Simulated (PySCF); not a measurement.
## SrTe: one state, many levels of theory

State: ¹Σ⁺ (singlet), closed shell. Set-up: basis Sr def2-SVP with ECP28, Te def2-SVP with ECP28; scalar-relativistic core potentials; PySCF 2.14. De refers to Sr + Te in their high-spin ground configurations, without counterpoise correction. A positive dipole means Sr(−)Te(+).

```json
{"Level": "RHF", "Re (Å)": "2.852", "ωe (cm⁻¹)": "222", "De (eV)": "1.06", "μ (D)": "-13.78", "CPU s a point (SCF and correlation, without the integrals)": "0.052"}
{"Level": "RHF-MP2", "Re (Å)": "2.857", "ωe (cm⁻¹)": "209", "De (eV)": "2.10", "μ (D)": "n/a", "CPU s a point (SCF and correlation, without the integrals)": "0.08"}
{"Level": "RHF-SCS-MP2", "Re (Å)": "2.863", "ωe (cm⁻¹)": "207", "De (eV)": "1.92", "μ (D)": "n/a", "CPU s a point (SCF and correlation, without the integrals)": "n/a"}
{"Level": "RHF-CCSD", "Re (Å)": "2.860", "ωe (cm⁻¹)": "210", "De (eV)": "1.79", "μ (D)": "n/a", "CPU s a point (SCF and correlation, without the integrals)": "n/a"}
{"Level": "RHF-CCSD(T)", "Re (Å)": "2.876", "ωe (cm⁻¹)": "203", "De (eV)": "1.96", "μ (D)": "n/a", "CPU s a point (SCF and correlation, without the integrals)": "1.4"}
{"Level": "PBE", "Re (Å)": "2.813", "ωe (cm⁻¹)": "218", "De (eV)": "2.95", "μ (D)": "-9.52", "CPU s a point (SCF and correlation, without the integrals)": "0.37"}
{"Level": "BP86", "Re (Å)": "2.813", "ωe (cm⁻¹)": "218", "De (eV)": "2.91", "μ (D)": "-9.55", "CPU s a point (SCF and correlation, without the integrals)": "0.28"}
{"Level": "TPSS", "Re (Å)": "2.812", "ωe (cm⁻¹)": "221", "De (eV)": "3.08", "μ (D)": "-10.18", "CPU s a point (SCF and correlation, without the integrals)": "0.58"}
{"Level": "r²SCAN", "Re (Å)": "2.805", "ωe (cm⁻¹)": "226", "De (eV)": "3.01", "μ (D)": "-10.65", "CPU s a point (SCF and correlation, without the integrals)": "0.69"}
{"Level": "r²SCANh", "Re (Å)": "2.801", "ωe (cm⁻¹)": "228", "De (eV)": "2.91", "μ (D)": "-10.97", "CPU s a point (SCF and correlation, without the integrals)": "0.52"}
{"Level": "PBE0", "Re (Å)": "2.798", "ωe (cm⁻¹)": "226", "De (eV)": "2.75", "μ (D)": "-10.80", "CPU s a point (SCF and correlation, without the integrals)": "0.74"}
{"Level": "LC-ωPBE", "Re (Å)": "2.776", "ωe (cm⁻¹)": "240", "De (eV)": "2.53", "μ (D)": "-12.98", "CPU s a point (SCF and correlation, without the integrals)": "0.62"}
```

(1) Which functional lies closest to RHF-CCSD(T) in De, which farthest, and by how much do they differ from it?

(2) What does a quarter of exact exchange do here, going from PBE to PBE0?

(3) What does second-order correlation do here, going from RHF to RHF-MP2?

Correlated steps freeze 4 core orbitals. Correlated levels converge slowly with the basis: in double zeta they bind strong bonds too weakly, by up to about 1 eV, and carry superposition errors of some tenths. These are scalar-relativistic numbers at best; spin–orbit coupling would shift them, the dissociation energy most. Where the molecule has an RHF reference, its open-shell atoms are computed with UHF. The CCSD T1 diagnostic is raised, a sign that a single reference may not be enough here.

The whole job (state search and all levels along the bond) took about 1.4 min on 1 thread of Intel Xeon Platinum 8559C (shared host), peak memory 0.57 GiB.

Results:

(1) Closest is LC-ωPBE (-10.0 pm in Re, +18.2 % in ωe, +0.57 eV in De against RHF-CCSD(T) in the same basis), farthest TPSS (-6.4 pm in Re, +8.9 % in ωe, +1.12 eV in De). CCSD(T) converges more slowly with the basis than the functionals do and binds too weakly in this one, so the order can change at the basis-set limit.

(2) PBE0 less PBE: -1.5 pm in Re, +3.7 % in ωe, -0.20 eV in De. Exact exchange removes part of the self-interaction that spreads semilocal densities, and in most molecules shortens and stiffens the bond and lowers De; so it does here.

(3) RHF-MP2 less RHF: +0.5 pm in Re, -5.9 % in ωe, +1.04 eV in De. Correlation nearly always deepens the well. The bond lengthens, as in strong covalent bonds, where excitations into antibonding orbitals dominate.
